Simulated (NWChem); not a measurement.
HfNHCl2; SMILES [NH]=[Hf]([Cl])[Cl]

```xyz
5

Hf    -0.1674     0.0077     0.4054
N     -1.9316     0.0557     0.0390
H     -2.9242     0.0939    -0.1680
Cl     0.9291     2.0411    -0.1619
Cl     0.8163    -2.0830    -0.1616
```
Atoms are numbered in this order, from 1.

Level: PBE0/def2-SVP with def2 effective core potentials on Hf (NWChem), optimised geometry, unscaled harmonic frequencies. def2 effective core potentials on Hf; no spin-orbit coupling.

Task: List the harmonic frequencies with IR intensities, and the thermochemistry.

Result: 
```
frequency (cm⁻¹)  IR intensity (km/mol)
----------------  ---------------------
57                                 17.6
110                                 4.5
176                                 0.1
361                                27.9
379                                86.8
535                               186.3
689                               171.3
946                               131.2
3666                              123.1
```

| Quantity | Result |
|---|---|
| zero-point energy | 9.9 kcal/mol |
| thermal correction to the enthalpy at 298.15 K (with zero-point energy) | 14.2 kcal/mol |
| heat capacity Cv | 17.3 cal/(mol K) |
| entropy at 298.15 K and 1 atm (symmetry number 1) | 84.1 cal/(mol K) |

Rigid rotor and harmonic oscillator; modes under 100 cm⁻¹ make the entropy uncertain.
